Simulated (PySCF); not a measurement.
C9H9 (doublet state).
Cartesian coordinates in Å at the GFN2-xTB level; atoms count from 1:
```
atom  x, y, z in Å
C1     3.6545    0.2659   -0.5315
C2     2.6020   -0.3254   -0.3716
C3     1.4238   -0.9666   -0.1544
C4     0.4107   -0.4625    0.8118
C5    -0.8344    0.0426    0.0776
C6    -1.5835   -0.9873   -0.5746
C7    -2.2009   -1.8611   -1.1142
C8    -1.5962    1.2085    0.6566
C9    -0.7735    1.3970   -0.5795
H10    4.5671    0.7590   -0.6838
H11    1.1748   -1.8363   -0.7431
H12    0.1042   -1.2702    1.4870
H13    0.8316    0.3510    1.4055
H14   -2.7465   -2.6203   -1.5894
H15   -2.6719    1.2064    0.5597
H16   -1.2398    1.6328    1.5837
H17    0.1551    1.9431   -0.5045
H18   -1.2858    1.5296   -1.5203
```

The hyperfine couplings belong to this conformer and change with its torsions.

As a line formula: `[CH]=C=CCC1(C#C)CC1` [radical].

Computed with UKS B3LYP, pcH-1 on C H, non-relativistic, mean-field spin-orbit, GIAO (PySCF 2.14.0). One conformer (not necessarily the lowest) at the GFN2-xTB geometry, without solvent, vibrations or thermal averaging. A GFN2-xTB geometry isn't a minimum of the functional, and hyperfine couplings can be far from their values at a DFT geometry. The SCF solution wasn't tested for stability.

(1) Break the g tensor into its mass correction, gauge correction and orbital-Zeeman/spin–orbit terms.

(2) What are the electron Larmor frequencies g μB B/h along the three axes at 1200 mT?

(3) What effective moment and Curie constant follow for a powder?

(4) In a frozen sample, at which fields do the three g values resonate at 9.5, 34, 94 and 263 GHz (hyperfine left aside), and which band first spreads them over more than twice a line width of 0.5 mT?

## Answers

(1) 
```
                    Δg (ppm)     1     2     3
relativistic mass correction  -145  -145  -145
            gauge correction     1    27    29
   orbital Zeeman/spin–orbit     7   581   880
                       total  -137   463   765
```

So g = 2.00218, 2.00278, 2.00308 and g_iso = 2.00268; the tensor is rhombic: the two nearest values differ by 33 % of g3 − g1. Axes: g3 points within 6° of the C1–C2 bond.

(2) 33.6276, 33.6377, 33.6428 GHz for g1, g2 and g3, a range of 15.1 MHz.

(3) With the mean of g² = 4.0107 and S(S+1) = 0.75: μ_eff = √(⟨g²⟩S(S+1)) = 1.734 μB and χT = 0.12505·⟨g²⟩·S(S+1) = 0.376 cm³ K/mol (cgs; spin-Hamiltonian part alone).

(4) 
```csv
band,GHz,B(g3) mT,B(g2) mT,B(g1) mT,spread mT
X,9.5,338.85,338.91,339.01,0.15
Q,34.0,1212.74,1212.92,1213.29,0.55
W,94.0,3352.87,3353.38,3354.38,1.51
J,263.0,9380.91,9382.33,9385.14,4.22
```

The spread grows in proportion to the frequency. W band is the first where it exceeds 1.0 mT.

Largest spin populations (Mulliken): C3 (+0.76), C1 (+0.56) and C2 (-0.26). The positive populations add up to 1.38 and the negative ones to -0.38, together 2S = 1. The angles at C3 add up to 359.9°, so it is planar; its axial dipolar tensor and the negative coupling of its proton fit spin in a p orbital normal to that plane.

The HOMO–LUMO gaps are 6.24 eV among the α and 4.55 eV among the β orbitals.

The SMILES draws the unpaired electron on C1; the largest computed Mulliken spin population is on C3 (0.76 against 0.56).
